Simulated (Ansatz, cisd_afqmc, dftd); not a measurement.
Species: ZnOH$_{2}$, charge 0, singlet. ZnOH2 (SMILES [ZnH][OH]).
B3LYP-D3(BJ)/def2-TZVP minimum from Ansatz (an electronic-structure program):
```
Zn
O 1 1.7848
H 2 0.9607 1 117.78
H 1 1.5131 3 163.50 2 180.00
```

Property: atomisation energy (electronic, to ground-state atoms), in kcal/mol. UHF or UKS for unpaired electrons; spin-orbit terms are left out. The -DK rows use spin-free X2C, correlate 3s3p of the metal (1s2s2p frozen) and give its partners the cc-pVXZ-DK valence sets. The Monte Carlo rows (phaseless AFQMC, CISD trial, step 0.005/hartree) carry one-sigma bars that omit the constraint's bias. Outlying blocks are dropped, and bars are widened where a walk drifts. Over all cases where full CI ran beside it in this data, AFQMC minus full CI had a median of +0.1 mEh and passed +0.4 mEh in a tenth of the cases. CBS(X,Y): correlation extrapolated as X^-3, Hartree-Fock from the larger set. A bracket is a step between two methods taken in the basis named. Functionals run without relativity, which enters their misses. Double hybrids freeze cores in their MP2 part. Where a partner has so few electrons that a lower coupled-cluster level is exact, that level stands in.

| level | program | atomisation energy (kcal/mol) |
|---|---|---|
| PBE-D4/def2-TZVPD | Ansatz + dftd4 | 236.3 |
| PBE/def2-TZVPD | Ansatz | 235.5 |
| r2SCAN-D4/def2-TZVPD | Ansatz + dftd4 | 237.2 |
| CAM-B3LYP-D3(BJ)/def2-TZVPD | Ansatz + dftd3 | 235.0 |
| CAM-B3LYP-D4/def2-TZVPD | Ansatz + dftd4 | 235.0 |
| CAM-B3LYP/def2-TZVPD | Ansatz | 234.3 |
| B2PLYP/def2-TZVPD | Ansatz | 230.6 |
| B2GP-PLYP-D3(BJ)/def2-TZVPD | Ansatz + dftd3 | 231.0 |
| B2GP-PLYP/def2-TZVPD | Ansatz | 230.3 |
| MP2/cc-pwCVTZ-DK | Ansatz | 233.7 |
| CCSD(T)/CBS(cc-pwCVTZ-DK,cc-pwCVQZ-DK) | Ansatz | 234.3 |
| AFQMC/CISD/cc-pwCVTZ-DK | cisd_afqmc | 227.2 ± 0.8 |
| CCSD(T)/CBS(cc-pwCVTZ-DK,cc-pwCVQZ-DK) + [AFQMC/CISD - CCSD(T)]/cc-pwCVTZ-DK | Ansatz + cisd_afqmc | 235.7 ± 0.8 |
